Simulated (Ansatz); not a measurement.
Computed with frozen-core CCSD(T)/def2-TZVPP // B3LYP-D3(BJ)/def2-TZVP in Ansatz (a quantum-chemistry and plane-wave program). The geometry is that of the parent before the electron was removed.

Ansatz 0.2 input:
```yaml
crystal:
  periodic: [false, false, false]
  atoms:
    - { symbol: Si, position_ang: [-1.324115, -0.073046, 0.027012] }
    - { symbol: Sn, position_ang: [1.246606, 0.069011, -0.025396] }
    - { symbol: H, position_ang: [-1.750227, -1.339639, 0.667813] }
    - { symbol: H, position_ang: [-1.864341, -0.028609, -1.352356] }
    - { symbol: H, position_ang: [-1.881496, 1.064311, 0.796582] }
    - { symbol: H, position_ang: [1.89352, 0.047237, 1.560745] }
    - { symbol: H, position_ang: [1.91519, -1.2523, -0.886768] }
    - { symbol: H, position_ang: [1.764863, 1.513037, -0.78763] }
basis:
  gaussian: { orbitals: def2-TZVPP }
correlation:
  method: ccsd_t
total_charge: 1
magnetization:
  spin_polarized: true
  initial_magnetization: 1
```

Output:

```
Functional definition: HF
1153 factors; integrals over basis functions are off by at most 1.1e-3 eV
mean field evaluation 1: about -13751.9346 eV, gradient 1.0e1 eV
mean field evaluation 2: about -13751.9384 eV, gradient 1.0e1 eV
mean field evaluation 4: about -13753.1650 eV, gradient 1.5e0 eV
mean field evaluation 8: about -13753.1850 eV, gradient 3.0e-4 eV
mean field evaluation 16: about -13753.1802 eV, gradient 1.2e-1 eV
mean field evaluation 32: about -13751.7925 eV, gradient 5.8e-2 eV
mean field -13753.18502025 eV, -505.4202272504 hartree, gradient 2.5e-6 eV, S^2 0.758789; 1 other end points of the search recorded, 0 dependent functions left out
determinant -13753.18502025 eV, -505.4202272504 hartree, with singles and doubles -13766.51605516 eV, -505.9101337473 hartree
determinant -13751.79308541 eV, -505.3690745885 hartree, with singles and doubles -13765.15232389 eV, -505.8600175477 hartree
9 core orbitals not correlated
reference -13753.18502025 eV, -505.4202272504 hartree; 12, 11 occupied and 155, 156 virtual orbitals, 1153 factors
second order -12.08768888 eV of doubles, -0.00000000 eV of singles
cycle   1  -13.09751256 eV  change   -6.2e-1 eV  update   2.6e-2
cycle   2  -13.11616262 eV  change   -1.9e-2 eV  update   6.6e-3
cycle   3  -13.12241273 eV  change   -6.3e-3 eV  update   2.5e-3
cycle   4  -13.12394741 eV  change   -1.5e-3 eV  update   7.4e-4
cycle   5  -13.12443995 eV  change   -4.9e-4 eV  update   2.6e-4
cycle   6  -13.12451324 eV  change   -7.3e-5 eV  update   9.8e-5
cycle   7  -13.12454426 eV  change   -3.1e-5 eV  update   4.0e-5
cycle   8  -13.12455085 eV  change   -6.6e-6 eV  update   1.7e-5
perturbative correction -0.34797902 eV, -0.0127879931 hartree
Total energy: -13766.65755012 eV, -505.9153335911 hartree
```

Cost: very roughly 4 core-minutes.
